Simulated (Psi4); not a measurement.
C$_{3}$H$_{6}$AuN, charge -1, doublet, at a GFN2-xTB geometry (such geometries of metal compounds can be far from the true shape) (the multiplicity is a formal guess) (core potentials on Au) (a gas-phase anion, which may not be bound at this level); HF/def2-SVP (Psi4).

Input for Psi4:
```
memory 2 GB

molecule {
-1 2
Au    0.34171143    0.05507365   -0.33703847
C     1.69981826    0.54047931   -1.83234399
H     2.59589301   -0.09487127   -1.83550291
H     2.08123020    1.56807971   -1.76832366
H     1.28739199    0.45357164   -2.84633168
C    -2.61680380   -0.72151647    2.75728783
N    -1.91917145    0.00814549    1.70604424
C    -0.92838272   -0.42548863    1.07705401
H    -2.58700067   -0.13211063    3.68165130
H    -2.19777157   -1.72115018    2.96929065
H    -3.66853661   -0.84220084    2.47095867
}

set {
  basis def2-svp
  reference uhf
  scf_type pk
  puream true
  d_convergence 1e-8
}

energy('scf')
print_variables()
```

What the program printed (banner, timings and long lists left out):

```
   => Loading Basis Set <=

    Name: DEF2-SVP
    Role: ORBITAL
    Keyword: BASIS

    !!!  WARNING: ECP capability is in beta. Please check occupations closely.  !!!

         ---------------------------------------------------------
                                   SCF
               by Justin Turney, Rob Parrish, Andy Simmonett
                          and Daniel G. A. Smith
                              UHF Reference
         ---------------------------------------------------------

  ==> Geometry <==

    Molecular point group: c1
    Full point group: C1

    Geometry (in Angstrom), charge = -1, multiplicity = 2:

       Center              X                  Y                   Z               Mass
    ------------   -----------------  -----------------  -----------------  -----------------
         AU           0.279348957266     0.043577472109    -0.274675665995   196.966568790000
         C            1.637455787266     0.528983132109    -1.769981185995    12.000000000000
         H            2.533530537266    -0.106367447891    -1.773140105995     1.007825032230
         H            2.018867727266     1.556583532109    -1.705960855995     1.007825032230
         H            1.225029517266     0.442075462109    -2.783968875995     1.007825032230
         C           -2.679166272734    -0.733012647891     2.819650634005    12.000000000000
         N           -1.981533922734    -0.003350687891     1.768407044005    14.003074004430
         C           -0.990745192734    -0.436984807891     1.139416814005    12.000000000000
         H           -2.649363142734    -0.143606807891     3.744014104005     1.007825032230
         H           -2.260134042734    -1.732646357891     3.031653454005     1.007825032230
         H           -3.730899082734    -0.853697017891     2.533321474005     1.007825032230

  Running in c1 symmetry.

  Rotational constants: A =      1.63114  B =      0.03362  C =      0.03334 [cm^-1]
  Rotational constants: A =  48900.24674  B =   1007.81084  C =    999.61315 [MHz]
  Nuclear repulsion =  202.268442360730234

  Charge       = -1
  Multiplicity = 2
  Electrons    = 51
  Nalpha       = 26
  Nbeta        = 25

  ==> Algorithm <==

  SCF Algorithm Type is PK.
  DIIS enabled.
  MOM disabled.
  Fractional occupation disabled.
  Guess Type is SAD.
  Energy threshold   = 1.00e-06
  Density threshold  = 1.00e-08
  Integral threshold = 1.00e-12

  ==> Primary Basis <==

  Basis Set: DEF2-SVP
    Blend: DEF2-SVP
[...]
   @UHF iter  20:  -306.14622152685200   -2.01794e-11   1.28746e-08 DIIS
   @UHF iter  21:  -306.14622152686343   -1.14255e-11   8.65000e-09 DIIS
  Energy and wave function converged.

  ==> Post-Iterations <==

   @Spin Contamination Metric:   4.151117753E-02
   @S^2 Expected:                7.500000000E-01
   @S^2 Observed:                7.915111775E-01
   @S   Expected:                5.000000000E-01
   @S   Observed:                5.000000000E-01

    Orbital Energies [Eh]
    ---------------------

    Alpha Occupied:

[...]
    Alpha Virtual:

[...]
    Beta Occupied:

[...]
      25A     -0.156871

    Beta Virtual:

[...]
    Final Occupation by Irrep:
              A
    DOCC [    25 ]
    SOCC [     1 ]
    NA   [    26 ]
    NB   [    25 ]

  @UHF Final Energy:  -306.14622152686343

   => Energetics <=

    Nuclear Repulsion Energy =            202.2684423607302335
    One-Electron Energy =                -881.3024386789635400
    Two-Electron Energy =                 372.8877747913699068
    Total Energy =                       -306.1462215268634282

  UHF NO Occupations:
  HONO-2 :   24  A 1.9960790
  HONO-1 :   25  A 1.9865714
  HONO-0 :   26  A 1.0000000
  LUNO+0 :   27  A 0.0134286
  LUNO+1 :   28  A 0.0039210
  LUNO+2 :   29  A 0.0018596
  LUNO+3 :   30  A 0.0009059

Computation Completed

Properties will be evaluated at   0.000000,   0.000000,   0.000000 [a0]

Properties computed using the SCF density matrix

 Multipole Moments:

 ------------------------------------------------------------------------------------
     Multipole            Electronic (a.u.)      Nuclear  (a.u.)        Total (a.u.)
 ------------------------------------------------------------------------------------

 L = 1.  Multiply by 2.5417464519 to convert [e a0] to [Debye]
 Dipole X            :         44.8217108          -44.6368614            0.1848494
 Dipole Y            :          7.0421662           -7.3306774           -0.2885112
 Dipole Z            :        -44.1041999           44.1070552            0.0028552
 Magnitude           :                                                    0.3426604

 ------------------------------------------------------------------------------------

  Variable Map:
  ----------------------------------------------------------------------------
[...]
  Array Variable Map:
  ----------------------------------------------------------------------------
[...]
[...]
```
